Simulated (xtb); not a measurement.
Job for xtb: GFN1-xTB on CH7AsSi (SMILES C[SiH2][AsH2]), a point of a torsion scan.

```
$ xtb mol.xyz --gfn 1 --sp --chrg 0 --uhf 0
10

C     -1.14884041     0.68681184     0.06197130
Si    -0.12139639    -0.90832860    -0.10757228
As     2.16640828    -0.47897598    -0.30744846
H     -2.20946073     0.47862433     0.16336323
H     -1.01851229     1.32348777    -0.80999539
H     -0.83865968     1.25749504     0.93413354
H     -0.60027911    -1.63900757    -1.29467447
H     -0.38480968    -1.76108420     1.06413943
H      2.20943346     0.21127484     1.02630244
H      1.92776197     0.85095433    -0.96436118
```

It printed:

```
[...]
           -------------------------------------------------
          |                Calculation Setup                |
           -------------------------------------------------



           -------------------------------------------------
          |                 G F N 1 - x T B                 |
           -------------------------------------------------

        Reference                      10.1021/acs.jctc.7b00118
      * Hamiltonian:
        H0-scaling (s, p, d)           1.850000    2.250000    2.000000
        zeta-weighting                 0.000000
      * Dispersion:
        s8                             2.400000
        a1                             0.630000
        a2                             5.000000
        s9                             0.000000
      * Repulsion:
        kExp                           1.500000
        rExp                           1.000000
      * Coulomb:
        alpha                          2.000000
        third order                    atomic
        anisotropic                    false
      * Halogen bond correction:
        rad-scale                      1.300000
        damping                        0.440000


          ...................................................
          :                      SETUP                      :
          :.................................................:
          :  # basis functions                  38          :
          :  # atomic orbitals                  36          :
          :  # shells                           22          :
          :  # electrons                        20          :
          :  # halogen bonds                     0          :
          :  max. iterations                   250          :
          :  Hamiltonian                  GFN1-xTB          :
          :  restarted?                      false          :
          :  GBSA solvation                  false          :
          :  PC potential                    false          :
          :  electronic temp.          300.0000000     K    :
          :  accuracy                    1.0000000          :
          :  -> integral cutoff          0.2500000E+02      :
          :  -> integral neglect         0.1000000E-07      :
          :  -> SCF convergence          0.1000000E-05 Eh   :
          :  -> wf. convergence          0.2000000E-04 e    :
          :  Broyden damping             0.4000000          :
          :  net charge                          0          :
          :  unpaired electrons                  0          :
          ...................................................

 iter      E             dE          RMSdq      gap      omega  full diag
   1    -10.0880200 -0.100880E+02  0.595E+00    4.54       0.0  T
   2    -10.0604269  0.275932E-01  0.440E+00    4.60       1.0  T
   3    -10.0751688 -0.147420E-01  0.306E+00    4.28       1.0  T
   4    -10.1976143 -0.122446E+00  0.276E-01    4.83       1.0  T
   5    -10.1981571 -0.542725E-03  0.462E-02    4.82       1.0  T
   6    -10.1981642 -0.712581E-05  0.171E-02    4.82       1.8  T
   7    -10.1981650 -0.754174E-06  0.740E-03    4.82       4.3  T
   8    -10.1981653 -0.366646E-06  0.161E-03    4.82      19.7  T
   9    -10.1981654 -0.418482E-07  0.346E-04    4.82      91.4  T
  10    -10.1981654 -0.179105E-08  0.417E-05    4.82     757.5  T
  11    -10.1981654 -0.217941E-10  0.904E-06    4.82    3499.0  T

   *** convergence criteria satisfied after 11 iterations ***

         #    Occupation            Energy/Eh            Energy/eV
      -------------------------------------------------------------
         1        2.0000           -0.7102191             -19.3260
       ...           ...                  ...                  ...
         4        2.0000           -0.5134642             -13.9721
         5        2.0000           -0.5119133             -13.9299
         6        2.0000           -0.4796307             -13.0514
         7        2.0000           -0.4599596             -12.5161
         8        2.0000           -0.4534383             -12.3387
         9        2.0000           -0.4416421             -12.0177
        10        2.0000           -0.3907466             -10.6328 (HOMO)
        11                         -0.2134544              -5.8084 (LUMO)
        12                         -0.1943408              -5.2883
        13                         -0.1773746              -4.8266
        14                         -0.1597988              -4.3483
        15                         -0.1398095              -3.8044
       ...                                ...                  ...
        36                          1.4981515              40.7668
      -------------------------------------------------------------
                  HL-Gap            0.1772922 Eh            4.8244 eV
             Fermi-level           -0.3021005 Eh           -8.2206 eV

 SCC (total)                   0 d,  0 h,  0 min,  0.014 sec
 SCC setup                      ...        0 min,  0.000 sec (  0.833%)
 Dispersion                     ...        0 min,  0.000 sec (  0.363%)
 classical contributions        ...        0 min,  0.000 sec (  0.169%)
 integral evaluation            ...        0 min,  0.003 sec ( 24.136%)
 iterations                     ...        0 min,  0.004 sec ( 32.003%)
 molecular gradient             ...        0 min,  0.006 sec ( 41.120%)
 printout                       ...        0 min,  0.000 sec (  1.237%)

         :::::::::::::::::::::::::::::::::::::::::::::::::::::
         ::                     SUMMARY                     ::
         :::::::::::::::::::::::::::::::::::::::::::::::::::::
         :: total energy             -10.106499448871 Eh    ::
         :: gradient norm              0.020680938160 Eh/a0 ::
         :: HOMO-LUMO gap              4.824366216515 eV    ::
         ::.................................................::
         :: SCC energy               -10.198165364766 Eh    ::
         :: -> electrostatic           0.003496223373 Eh    ::
         :: repulsion energy           0.094994679030 Eh    ::
         :: dispersion energy         -0.003328763135 Eh    ::
         :: halogen bond corr.         0.000000000000 Eh    ::
         :: add. restraining           0.000000000000 Eh    ::
         :: total charge              -0.000000000000 e     ::
         :::::::::::::::::::::::::::::::::::::::::::::::::::::

           -------------------------------------------------
          |                Property Printout                |
           -------------------------------------------------

    * Orbital Energies and Occupations

         #    Occupation            Energy/Eh            Energy/eV
      -------------------------------------------------------------
         1        2.0000           -0.7102191             -19.3260
         2        2.0000           -0.6296168             -17.1327
         3        2.0000           -0.5862883             -15.9537
         4        2.0000           -0.5134642             -13.9721
         5        2.0000           -0.5119133             -13.9299
         6        2.0000           -0.4796307             -13.0514
         7        2.0000           -0.4599596             -12.5161
         8        2.0000           -0.4534383             -12.3387
         9        2.0000           -0.4416421             -12.0177
        10        2.0000           -0.3907466             -10.6328 (HOMO)
        11                         -0.2134544              -5.8084 (LUMO)
        12                         -0.1943408              -5.2883
        13                         -0.1773746              -4.8266
        14                         -0.1597988              -4.3483
        15                         -0.1398095              -3.8044
Note: The following floating-point exceptions are signalling: IEEE_DENORMAL
normal termination of xtb
        16                         -0.1133001              -3.0831
        17                         -0.0929316              -2.5288
        18                         -0.0758005              -2.0626
        19                         -0.0737181              -2.0060
        20                         -0.0591882              -1.6106
        21                         -0.0562162              -1.5297
       ...                                ...                  ...
        36                          1.4981515              40.7668
      -------------------------------------------------------------
                  HL-Gap            0.1772922 Eh            4.8244 eV
             Fermi-level           -0.3021005 Eh           -8.2206 eV

  Mulliken/CM5 charges         n(s)   n(p)   n(d)
     1C    -0.20023 -0.31328   1.008  3.192  0.000
     2Si    0.16843 -0.07888   1.315  1.944  0.572
     3As    0.05321 -0.04668   1.778  3.136  0.033
     4H     0.05427  0.10873   0.946  0.000  0.000
     5H     0.05148  0.10619   0.949  0.000  0.000
     6H     0.05127  0.10595   0.949  0.000  0.000
     7H    -0.07771  0.00584   1.078  0.000  0.000
     8H    -0.07606  0.00766   1.076  0.000  0.000
     9H    -0.01183  0.05270   1.012  0.000  0.000
    10H    -0.01282  0.05176   1.013  0.000  0.000

Wiberg/Mayer (AO) data.
largest (>0.10) Wiberg bond orders for each atom

 ---------------------------------------------------------------------------
     #   Z sym  total        # sym  WBO       # sym  WBO       # sym  WBO
 ---------------------------------------------------------------------------
     1   6 C    3.951 --     2 Si   1.069     4 H    0.941     6 H    0.938
                             5 H    0.938
     2  14 Si   4.314 --     3 As   1.105     1 C    1.069     7 H    0.930
                             8 H    0.928
     3  33 As   3.060 --     2 Si   1.105    10 H    0.935     9 H    0.931
     4   1 H    0.999 --     1 C    0.941
     5   1 H    1.001 --     1 C    0.938
     6   1 H    1.001 --     1 C    0.938
     7   1 H    0.990 --     2 Si   0.930
     8   1 H    0.990 --     2 Si   0.928
     9   1 H    1.002 --     3 As   0.931
    10   1 H    1.002 --     3 As   0.935
 ---------------------------------------------------------------------------

Topologies differ in total number of bonds
Writing topology from bond orders to xtbtopo.mol

 dipole moment from electron density (au)
     X       Y       Z
  -0.1666   0.4364   0.0680  total (Debye):    1.200


           -------------------------------------------------
          | TOTAL ENERGY              -10.106499448871 Eh   |
          | GRADIENT NORM               0.020680938160 Eh/α |
          | HOMO-LUMO GAP               4.824366216515 eV   |
           -------------------------------------------------

------------------------------------------------------------------------
------------------------------------------------------------------------
 total:
 SCF:
```

The run finished.

Cost: very roughly 0.04 core-seconds.
